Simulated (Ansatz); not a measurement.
Ca2Te3, relaxed as a singlet with RKS PBE-D4/def2-SVP in Ansatz, starting from the GFN2-xTB geometry. Force threshold 0.02 eV/Å.

In the def2 sets Te takes a core potential; there is no spin–orbit coupling. The structure comes from a short search, and lower isomers may exist.

Start:

```csv
atom,x (Å),y (Å),z (Å)
Ca1,0.9992,1.5131,1.0494
Ca2,-2.4999,-0.7633,-2.1214
Te3,-1.1219,-2.9552,-1.3488
Te4,2.8156,2.7097,2.6479
Te5,-0.1930,-0.5043,-0.2272
```

```
        step  energy (eV)  largest force component (eV/Å)  SCF passes
           1  -58742.1177                           1.301         104
           2  -58742.4783                           0.254          62
           3  -58742.5220                           0.059          41
           4  -58742.5452                           0.051          47
           5  -58742.5544                           0.037          40
6 (rejected)  -58742.5529                           0.079          29
           7  -58742.5551                           0.007          29
           8  -58742.5557                           0.022          28
           9  -58742.5567                           0.030          29
          10  -58742.5584                           0.041          28
          11  -58742.5613                           0.053          29
          13  -58742.5736                           0.078          33
          15  -58742.6012                           0.086          35
          17  -58742.6581                           0.100          35
          19  -58742.7722                           0.139          34
          21  -58742.9776                           0.270          38
          23  -58743.3400                           0.476          28
          25  -58743.8672                           0.711          22
          27  -58744.5387                           0.891          21
          29  -58745.2201                           0.428          26
          31  -58745.5286                           0.388          26
          33  -58745.8052                           0.210          26
          35  -58745.8121                           0.005          23
```

Force components are those of the run's own axes.

End:

Cartesian coordinates in Å:
```
Ca 1.395 -0.301 0.987
Ca -1.083 0.997 -0.919
Te 0.066 -1.817 -1.325
Te 1.109 2.468 0.240
Te -1.488 -1.346 1.017
```

Bonds formed: Ca1–Te3, Ca2–Te4 (atoms count from 1). Metal–metal contacts that move far: Ca1–Ca2 5.24 to 3.39 Å. The end is the same structure that another start reached, the lowest one found.

The force fell under the threshold at step 7, but the optimiser went on and released 3.257 eV more. No frequencies were taken in this run, so the end may be a saddle point.

It took 3.2 min on 4 threads of Intel Xeon on a shared host.
